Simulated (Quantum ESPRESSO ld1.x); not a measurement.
One sound ld1.x (Quantum ESPRESSO 7.5) input for neutral chromium gives E = -1050.549 hartree in 30 iterations:

```
 &input
    zed=24.0,
    iswitch=1,
    rel=2,
    dft='PBE',
    config='[Ar] 3d5 4s1',
    lsmall=.true.,
    prefix='ld1',
    max_out_wfc=37,
    file_charge='ld1.rho',
 /
```

Changed or added lines, one case at a time, and what came of them:

- xmin=-3.0: silently wrong. The mesh starts too far from the nucleus; the run ends without a warning, but the energy is off by +360.2 hartree against the default mesh.
- rel=-1: refused. The program stops in ld1_readin with "wrong rel": rel takes 0, 1 or 2.
- rel=1 relpert=.true.: refused. The program stops in ld1_readin with "perturbative SO-splitting for AE calculations with rel=0 only": the perturbative correction needs rel = 0.
- config='[Cd] 3d5 4s1': refused. The program stops in el_config with "wrong core: Cd": the cores known are He, Ne, Ar, Kr, Xe, Hg and Rn.
- config='[Ar] 3d5 4s1 4s1': refused. The program stops in el_config with "occupation wrong": a shell may stand twice only as spin up and down (lsd = 1) or as its two j (rel = 2, l > 0), within their capacities.
- zed=0.0: crashed. The program stops in dirsol with "no classical turning point found": zed must lie above 0 and at most 103.
- nspin=1: refused. The program stops in ld1_readin with "reading input namelist": the namelist holds a keyword that &input does not know.
